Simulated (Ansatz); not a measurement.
Molecule: SbH3, charge 1, multiplicity 2. 
Structure (B3LYP-D3(BJ)/def2-TZVP (Ansatz, a first-principles code) minimum search):
```
Sb
H 1 1.6833
H 1 1.6833 2 109.81
H 1 1.6833 2 109.81 3 -120.83
```
Charge +1, spin multiplicity 2.

Basis-set convergence of Hartree-Fock and MP2 correlation energies (hartree) with Ansatz. Correlated levels leave the core frozen unless marked. Open shells are spin-unrestricted. No spin-orbit coupling. The frozen core is the preceding noble-gas configuration, with the filled d and f shells of earlier blocks. In def2 rows, elements after Kr have scalar-relativistic effective core potentials.

| basis | functions | E(HF) | E(corr, MP2) |
|---|---|---|---|
| def2-SVP | 41 | -240.66613 | -0.08604 |
| def2-TZVPP | 92 | -240.67796 | -0.10955 |
| def2-QZVPP | 172 | -240.68000 | -0.11812 |

Extrapolating the two largest sets (X = 3 and 4) as X^-3: E(corr) = (64·(-0.11812) - 27·(-0.10955))/37 = -0.1244 Eh, an estimate of the basis-set limit. The largest set recovers 95.0 % of it, the smallest 69.2 %.
